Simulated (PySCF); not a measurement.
Atom-mapped SMILES (the numbers label the heavy atoms): `[CH2:1]=[C:2]([CH3:3])[BH2-:4][CH2:5][CH3:6]`. Hydrogens are named by the atom that carries them. Ha(C1) is cis to C3; Hb(C1) is trans to C3.

Geometry: PBE0-D3(BJ)/def2-SVP; GIAO absolute shieldings from PySCF 2.14.0 with density-fitted response routines, gas phase, non-relativistic, averaged over equivalent atoms.

At KT3/pcSseg-1 (162 basis functions, 29 s wall time on 1 thread of an Arm Neoverse V1, shared host):
```
 atoms  σ (ppm)
    C2     14.9
    C1     83.3
    C3    153.2
    C5    162.2
    C6    163.3
    B4    121.0
Ha(C1)    26.84
Hb(C1)    26.89
 H(B4)    29.71
 H(C3)    29.72
 H(C6)    30.61
 H(C5)    31.00
```

**Question.** Estimate the result of repeating the calculation with PBE0/pcSseg-1.

**Answer.** 
| atoms | σ at PBE0/pcSseg-1 | change |
| --- | --- | --- |
| C2 | -0.1 | -15.0 |
| C1 | 74.5 | -8.8 |
| C3 | 154.4 | +1.2 |
| C5 | 167.5 | +5.3 |
| C6 | 166.1 | +2.8 |
| B4 | 121.7 | +0.7 |
| Ha(C1) | 26.67 | -0.17 |
| Hb(C1) | 26.65 | -0.24 |
| H(B4) | 29.66 | -0.05 |
| H(C3) | 29.65 | -0.07 |
| H(C6) | 30.62 | +0.01 |
| H(C5) | 31.09 | +0.09 |

The largest change is at C2 (fully substituted alkene carbon). Cost: 162 basis functions, 20 s wall time on 1 thread of an Arm Neoverse V1, shared host. The order of the carbon signals changes between the two levels.

A carbon bonded to boron is broadened by the quadrupolar boron nucleus and is often missing from a measured spectrum.
